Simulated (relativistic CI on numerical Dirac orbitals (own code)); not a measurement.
# Sensitivity of the levels of Ir51+ to α and to the nuclear radius

Calculated at this level of theory: Dirac-Coulomb-Breit CI, KLI orbitals optimised for each configuration, derivatives by finite differences, unscaled Slater integrals, QED left out (own radial code, finite nucleus).

Configuration list (outside the closed core [Ne]): 3s²3p⁶3d⁸, 3s²3p⁵3d⁹, 3s²3p⁴3d¹⁰, 3s3p⁶3d⁹, 3p⁶3d¹⁰, 3s3p⁵3d¹⁰, 3s²3p⁶3d⁷4s, 3s²3p⁶3d⁷4p. Levels of other configurations are missing.

With x = (α/α₀)² − 1 an excitation energy changes as ω = ω₀ + qx; K = 2q/ω₀ is the relative enhancement. Terms are leading LS components, so labels can repeat. The field-shift factor is F = δν/δ⟨r²⟩ for the transition from the lowest level.

Lowest level 3s²3p⁶3d⁸ ³F4.

```
         Level  ω₀ (cm⁻¹)   q (cm⁻¹)  F (GHz/fm²)
 3s²3p⁶3d⁸ ¹D2      76942       3784      0.00891
 3s²3p⁶3d⁸ ¹S0     246061      24690          1.8
 3s²3p⁶3d⁸ ³F3     638417     669800           20
 3s²3p⁶3d⁸ ³P2     719717     674500         20.3
 3s²3p⁶3d⁸ ¹G4     765457     659200         20.7
 3s²3p⁶3d⁸ ³P1     765531     681200         20.9
 3s²3p⁶3d⁸ ³F2    1337286  1.341e+06         39.9
 3s²3p⁶3d⁸ ³P0    1546084  1.345e+06           41
3s²3p⁵3d⁹ ³F°4    3736318     823800         52.5
3s²3p⁵3d⁹ ¹D°2    3822439     837000           52
3s²3p⁵3d⁹ ³D°3    3960186     852200         54.4
3s²3p⁵3d⁹ ¹P°1    4052893     853900         44.7
3s²3p⁵3d⁹ ³D°2    4510541  1.497e+06         72.8
```

At this charge energies of transitions that change n are usually good to better than 1 %, and those within a shell (Δn = 0) to a few per cent.

**Question.** Which transition from the lowest level has the largest |K|?

**Answer.** 3s²3p⁶3d⁸ ³F3 at 638417 cm⁻¹, K = 2.1.
